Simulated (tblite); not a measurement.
Start geometry of `O=C[C@@]1(F)O[C@H](F)CC[SiH2]1` from a force field or distance geometry (Å):
```
atom  x, y, z in Å
O1     3.3815   -0.3095   -0.1367
C2     2.4573   -0.5620   -0.9285
C3     1.0172   -0.1364   -0.7857
F4     0.5773    0.3074   -2.0218
O5     0.3074   -1.3701   -0.5186
C6    -1.1061   -1.2295   -0.3626
F7    -1.6128   -0.6447   -1.4747
C8    -1.5026   -0.4221    0.8870
C9    -1.1113    1.0553    0.8136
Si10   0.7204    1.2801    0.4378
H11    2.6610   -1.2021   -1.8021
H12   -1.5236   -2.2407   -0.2904
H13   -2.6020   -0.4824    1.0132
H14   -1.0460   -0.8840    1.7663
H15   -1.6964    1.5562    0.0212
H16   -1.3675    1.5593    1.7668
H17    0.9878    2.6432   -0.1154
H18    1.4498    1.0885    1.7189
```

Q: What comes out of this run: GFN2-xTB geometry optimisation, gas phase in tblite?

A: 
```
atom  x, y, z in Å
O1     2.985   -1.094    0.090
C2     2.440   -0.548   -0.829
C3     0.986   -0.214   -0.872
F4     0.673    0.251   -2.146
O5     0.223   -1.341   -0.585
C6    -1.123   -1.206   -0.285
F7    -1.799   -0.664   -1.357
C8    -1.466   -0.394    0.962
C9    -1.136    1.089    0.777
Si10   0.709    1.271    0.370
H11    2.993   -0.159   -1.703
H12   -1.480   -2.242   -0.190
H13   -2.534   -0.523    1.154
H14   -0.910   -0.819    1.798
H15   -1.751    1.485   -0.034
H16   -1.407    1.637    1.679
H17    1.043    2.480   -0.378
H18    1.545    0.997    1.536
```

The energy falls by 40.6 kJ/mol over 91 L-BFGS steps, the largest force on an atom goes from 3.51 to 0.009 eV/Å, and the atoms move by 0.365 Å rms after alignment. The bond that changes most is C3–Si10 (sp3 C–F carbon to SiH2 silicon), which lengthens by 0.060 Å. Bonds longer at the end by more than 0.005 Å: 4 of 18; shorter: 10. Among the angles that change most is C3–Si10–H17, from 114.5° to 105.8°. Among the dihedrals that turn most is H11–C2–C3–O5, from 66° to 133°. Rotational constants go from 1714, 1011, 827.3 to 1631, 1011, 869.9 MHz. The orientation of the end geometry is arbitrary; only internal coordinates are fixed.

Its GFN2-xTB frequencies are all real (lowest 46 cm⁻¹). One conformer, not necessarily the lowest.

The numbers are calculated, not measured.
